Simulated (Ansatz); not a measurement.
Frontier orbitals of CH4F2SSn, SMILES `[CH3][Sn]([F])([F])[SH]`.

```json
{"atom": "C1", "x (Å)": "0.016", "y (Å)": "0.674", "z (Å)": "-1.448"}
{"atom": "Sn2", "x (Å)": "0.073", "y (Å)": "-0.037", "z (Å)": "0.537"}
{"atom": "F3", "x (Å)": "1.842", "y (Å)": "0.145", "z (Å)": "1.242"}
{"atom": "F4", "x (Å)": "-0.890", "y (Å)": "1.152", "z (Å)": "1.683"}
{"atom": "S5", "x (Å)": "-0.665", "y (Å)": "-2.239", "z (Å)": "1.002"}
{"atom": "H6", "x (Å)": "0.377", "y (Å)": "1.702", "z (Å)": "-1.445"}
{"atom": "H7", "x (Å)": "0.660", "y (Å)": "0.054", "z (Å)": "-2.070"}
{"atom": "H8", "x (Å)": "-1.009", "y (Å)": "0.639", "z (Å)": "-1.814"}
{"atom": "H9", "x (Å)": "-0.405", "y (Å)": "-2.091", "z (Å)": "2.313"}
```

The species carries charge 0 and has multiplicity 1. Correlated methods include outer-core shells of Sn, which these sets cover unevenly. Sn takes the def2 core potential. All single points use the PBE0-D4/def2-TZVP geometry. It is one conformer, not always the lowest. Basis def2-TZVPP, the Gaussian-basis code of Ansatz.

Orbital energies of one run (eV). Highest occupied ones, from the top: -8.14, -9.23, -10.23, -10.78, -10.96, -11.29, -11.48, -11.83, -12.09, -12.66, -12.67, -14.54, -20.41, -20.84. Empty: -1.48, -0.06, 0.18, 0.71, 0.87, 2.21.

Question: Which functional gave them?
A. BLYP
B. ωB97X-V
C. revPBE
D. PBE0

Answer: D. HOMO energies: PBE0 -8.14, ωB97X-V -10.54, BLYP -6.66, revPBE -6.77 eV.
